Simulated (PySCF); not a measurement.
Working out the electron affinity of Au

Au⁻ [Xe] 4f14 5d10 6s2 (1S) → Au [Xe] 4f14 5d10 6s1 (2S). All numbers are calculated (PySCF 2.14, scalar relativity through the core potential, in def2-TZVPPD with the def2 core potential (60 electrons) (6s5p3d2f1g, 59 functions)). Frozen: nothing. Energies in hartree (1 hartree = 27.21139 eV):

```json
{"part": "UHF", "Au⁻ (lower)": "-134.805852", "Au (upper)": "-134.789865"}
{"part": "MP2 opposite-spin", "Au⁻ (lower)": "-0.433176", "Au (upper)": "-0.388583"}
{"part": "MP2 same-spin", "Au⁻ (lower)": "-0.216281", "Au (upper)": "-0.198361"}
```

Task: What does Hartree-Fock give?

Result: (-134.789865) − (-134.805852) = 0.015987 hartree = 0.435 eV.

Task: What do MP2 and SCS-MP2 (6/5 opposite-spin, 1/3 same-spin) give?

Result: The opposite-spin parts differ by 1.213 eV and the same-spin parts by 0.488 eV. MP2: 0.435 + (1.213) + (0.488) = 2.136 eV. SCS-MP2: 0.435 + 1.2 × (1.213) + (0.488)/3 = 2.053 eV.

Reference: 2.309 eV (measured; photodetachment measurements, as compiled on the Wikipedia data page of electron affinities).

What remains against the reference includes basis incompleteness and correlation beyond second order.
